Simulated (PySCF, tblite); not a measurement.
Energy landscape of H3Sb, singlet: umbrella (inversion) coordinate, bond length relaxed. Scanned: angle between the Sb-H bonds and the threefold axis (90 = planar). Other coordinates (Sb-H bond length) were minimised at PBE0/def2-TZVP.

- GFN2-xTB, 300 K electronic temperature (tblite)
- CCSD(T) on RHF/def2-TZVP, 4 core orbitals frozen, def2 effective core potentials past Kr (PySCF)

Energies relative to the lowest point of each profile, in kcal/mol:

| a / ° | GFN2-xTB |
|---|---|
| 90 | 48.2 |
| 93 | 47.3 |
| 96 | 44.3 |
| 99 | 39.3 |
| 102 | 32.9 |
| 108 | 20.0 |
| 111 | 14.3 |
| 117 | 5.5 |
| 120 | 2.5 |
| 123 | 0.7 |
| 129 | 0.6 |
| 132 | 2.7 |

**Question.** Estimate the CCSD(T) values at these points.

**Answer.** 90: 45.0; 93: 43.8; 96: 40.5; 99: 35.5; 102: 29.4; 108: 17.0; 111: 11.6; 117: 3.5; 120: 1.1; 123: 0.0; 129: 1.7; 132: 4.6 (kcal/mol).
